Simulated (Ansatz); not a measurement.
Calculated with Ansatz (gas phase, PBE0-D4/def2-TZVP geometries, no zero-point term in ΔE). CCSD(T)/CBS adds triple-zeta CCSD(T) − MP2 to the extrapolated MP2 energy (def2 sets, frozen cores). DFT in def2-TZVPP. Elements past krypton have def2 core potentials. For Ge, In outer-core shells are correlated without core-valence functions, which leaves a few kJ/mol of doubt a bond. Scalar relativity is left out up to krypton. One conformer a species, not always the lowest.

Reaction (cleavage of the Si–Si bond): `[SiH3][SiH2][O][GeH3]` + `C[O][In]([OH])[OH]` → `C[O][In]([OH])[O][SiH3]` + `[SiH3][O][GeH3]`

| level | ΔE (kJ/mol) |
| --- | --- |
| PBE-D4 | -76.1 |
| CCSD/CBS(def2) | -110.9 |

(1) What does CCSD(T)/CBS give? (Estimate.)

Largest T1 diagnostic among the species: 0.017.

Results:

(1) Computed: -107.5 kJ/mol. The listed levels differ from it by 31.4, -3.4 kJ/mol.

In def2-TZVPP, CCSD(T) changes the Hartree–Fock value by +27.2 kJ/mol (the triples alone add +3.4 kJ/mol) and MP2 by +19.8 kJ/mol. From PBE to PBE0 (25 % exact exchange), in def2-TZVPP and without D4, ΔE moves by −11.2 kJ/mol.

CCSD(T)/CBS has its own doubt, a few kJ/mol and more with outer-core shells, so smaller differences from it don't rank the levels.
